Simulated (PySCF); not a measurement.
`FC(F)(F)[C@@H]1C[Si@H]1Br`, C3H4BrF3Si

Cartesian coordinates in Å; atom numbers follow the order of the lines, from 1:
```xyz
12

F     1.054   -1.428    0.923
C    -0.273   -1.301    0.699
F    -0.635   -2.402    0.014
F    -0.861   -1.401    1.905
C    -0.601   -0.031    0.006
C     0.275    0.258   -1.242
Si    0.613    1.400    0.204
Br   -0.344    3.383    0.091
H    -1.672    0.087   -0.107
H     0.973   -0.527   -1.501
H    -0.268    0.606   -2.110
H     1.741    1.354    1.092
```

Level of theory: TDDFT wB97X-D/def2-SVPD circular dichroism and optical rotation, one conformer, gas phase in PySCF. Geometry: GFN2-xTB.

The calculation is non-relativistic, which matters for the atoms heavier than Zn.

Task: Draw the ECD and absorption spectra from the lowest 8 states, each a Gaussian of half-width 0.35 eV at 1/e height.

Result: 
| E (eV) | λ (nm) | Δε (L mol⁻¹ cm⁻¹) | ε (L mol⁻¹ cm⁻¹) |
| --- | --- | --- | --- |
| 5.49 | 226 | +0.94 | 32.6 |
| 5.64 | 220 | +2.67 | 93.1 |
| 5.79 | 214 | +5.21 | 191 |
| 5.94 | 209 | +6.87 | 319 |
| 6.09 | 203 | +5.42 | 606 |
| 6.24 | 199 | -0.14 | 1470 |
| 6.39 | 194 | -9.13 | 3340 |
| 6.54 | 189 | -18.59 | 5810 |
| 6.69 | 185 | -23.31 | 7590 |
| 6.84 | 181 | -19.72 | 7850 |
| 6.99 | 177 | -9.84 | 6840 |
| 7.14 | 174 | +0.32 | 5120 |
| 7.29 | 170 | +5.74 | 3270 |
| 7.44 | 167 | +6.03 | 1960 |
| 7.59 | 163 | +4.39 | 1410 |
| 7.74 | 160 | +3.29 | 1260 |

Δε uses R in velocity form, ε uses f in length form. Only the states computed contribute, so the short-wavelength end is incomplete.
